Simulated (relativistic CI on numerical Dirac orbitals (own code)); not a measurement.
# Cu²⁺: K-beta X-ray emission

Computed with this model: Dirac-Coulomb-Breit CI, KLI orbitals optimised for each configuration, a model potential for QED, valence Slater integrals scaled by 0.8, multiplet model of X-ray emission after core ionisation; configurations [Ar] 3d9 → 1s 2s2 2p6 3s2 3p6 3d9 → [Ne] 3s2 3p5 3d9; 80 K; Lorentzian 2.24 eV and Gaussian 1 eV FWHM. Energies are those of the free ion, without screening or charge transfer. S is read from ⟨S²⟩ = S(S + 1).

Field parameters in Wybourne normalisation: Oh B⁴₀ = 21Dq, B⁴₄ = √(5/14) B⁴₀. The field is a parameter set, without covalency.

free ion: ground-state S = 0.50, centroid 8903.09 eV. Peaks (eV, height): 8894.8 (40), 8902.0 (94), 8907.4 (100).

Oh, 10Dq = 3250 cm⁻¹: ground-state S = 0.50, centroid 8903.06 eV. Peaks (eV, height): 8895.0 (40), 8902.0 (88), 8907.2 (100).

Oh, 10Dq = 8950 cm⁻¹: ground-state S = 0.50, centroid 8903.04 eV. Peaks (eV, height): 8895.0 (36), 8901.6 (74), 8907.0 (100).

Oh, 10Dq = 14700 cm⁻¹: ground-state S = 0.50, centroid 8903.04 eV. Peaks (eV, height): 8895.2 (33), 8901.4 (62), 8906.6 (100).

Oh, 10Dq = 20400 cm⁻¹: ground-state S = 0.50, centroid 8903.04 eV. Peaks (eV, height): 8895.2 (31), 8901.0 (52), 8906.4 (100).

Oh, 10Dq = 26150 cm⁻¹: ground-state S = 0.50, centroid 8903.04 eV. Peaks (eV, height): 8895.2 (30), 8900.6 (44), 8906.4 (100).

Strongest unbroadened transitions for Oh, 10Dq = 26150 cm⁻¹:

```
Energy (eV)  Relative strength
    8892.50               23.6
    8895.21              100.0
    8900.00               24.9
    8900.40               23.8
    8900.81               23.0
    8900.90               23.6
    8903.44               24.4
    8904.60               26.1
    8905.09               63.1
    8905.67               27.0
    8906.06               38.1
    8906.09               40.2
    8906.44               77.3
    8906.67               20.2
    8906.68               37.2
    8906.89               37.8
    8906.90               54.1
    8907.07               31.7
```
